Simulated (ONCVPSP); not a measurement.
**Building the ONCV potential for Ru (PBE, scalar-relativistic).**

- Element: ruthenium
- Generator: ONCVPSP 4.0.1
- Type: optimised norm-conserving Vanderbilt (ONCV)
- Functional: PBE
- Relativity: scalar-relativistic
- Frozen core: [Ar] 3d10
- Valence charge: 16
- Reference configuration: 4s2 4p6 4d7 5s1
- Partial waves: 4s+5s: rc 1.65 bohr, ncon 3, nbas 6, qcut 6.4 1/bohr, 2 projectors; 4p: rc 1.35 bohr, ncon 4, nbas 9, qcut 11.1 1/bohr, 2 projectors, debl 2.9 Ha; 4d: rc 1.60 bohr, ncon 3, nbas 6, qcut 5.3 1/bohr, 1 projector
- Local potential: polynomial inside 0.85 bohr (lpopt 4, dvloc0 2 Ha)
- Core correction: Teter function, fcfact 1.75, rcfact 1.6

**Question.** Estimate the cutoffs (Ha) at which the residual kinetic energy of the hardest occupied pseudo-wave falls to 1 and 0.1 mHa per electron.

**Answer.** 47 Ha and 77 Ha.

**Question.** Does the potential have ghost states?

**Answer.** No bound ghost flagged; GHOST(+) flagged for s at 146.9 eV.

**Question.** Which valence shell sets the plane-wave cutoff?

**Answer.** 4d: 47 Ha for 1 mHa per electron, against 38 Ha for 4p.

Its largest configuration-test error is -14 meV (4s2 4p6 4d5 5s0). 1 of 4 tests not solved or not reliable.
